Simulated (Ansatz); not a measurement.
Compare A (`C[Si@H](O)[Si@H](O)F`) with its isomer B (`CO[SiH2][SiH](O)F`).

Program: Ansatz. Geometries: PBE0-D4/def2-TZVP. ΔE: electronic, gas phase. CBS: MP2 limit from def2 TZ/QZ plus the TZ coupled-cluster correction, frozen cores. DFT in def2-TZVPP. B3LYP here is the variant with VWN-RPA as its local correlation; programs differ in this. Each species was taken in one conformer, which may not be the lowest.

A:

Z-matrix (Å, degrees):
```
C
Si 1 1.859
H 1 1.093 2 110.6
H 1 1.093 2 110.1 3 119.4
H 1 1.092 2 111.0 3 -120.4
O 2 1.654 1 108.6 3 -176.2
Si 2 2.353 1 114.0 3 66.1
H 2 1.494 1 109.4 3 -55.0
H 6 0.960 2 115.6 1 -149.2
O 7 1.647 2 102.0 1 141.9
F 7 1.607 2 111.7 1 24.9
H 7 1.490 2 118.8 1 -96.8
H 10 0.959 7 119.4 2 172.0
```

B:

Z-matrix (Å, degrees):
```
C
O 1 1.409
H 1 1.096 2 111.4
H 1 1.096 2 111.4 3 -121.4
H 1 1.091 2 108.3 3 119.3
Si 2 1.646 1 122.6 3 60.5
Si 6 2.342 2 105.9 1 -179.1
H 6 1.493 2 111.0 1 -57.9
H 6 1.493 2 110.7 1 60.9
O 7 1.638 6 105.7 2 -177.1
F 7 1.603 6 110.0 2 64.1
H 7 1.488 6 115.3 2 -54.4
H 10 0.959 7 119.1 6 170.2
```

Which is lower in electronic energy at CCSD(T)/CBS, and by how much? (Estimate.)

The calculation gave: A, by 105.1 kJ/mol.

Give E(B) − E(A) in kJ/mol with HF/def2-TZVPP, CCSD/def2-TZVPP, B2PLYP, B3LYP, PBE0-D4, B3LYP-D4, CCSD(T)/def2-TZVPP. (Estimate.)

Computed: HF/def2-TZVPP 83.9, CCSD/def2-TZVPP 99.7, B2PLYP 99.5, B3LYP 95.2, PBE0-D4 105.6, B3LYP-D4 98.5, CCSD(T)/def2-TZVPP 101.5. None reverses the order clearly.

Largest T1 diagnostic: 0.012.

The D4 term adds +3.4 kJ/mol with B3LYP and +1.9 kJ/mol with PBE0; it sums over pairs of atoms, weighted by their polarisabilities, and B3LYP, whose exchange is more repulsive, gets the larger term. In def2-TZVPP, CCSD(T) changes the Hartree–Fock value by +17.7 kJ/mol (the triples alone add +1.8 kJ/mol) and MP2 by +24.5 kJ/mol.
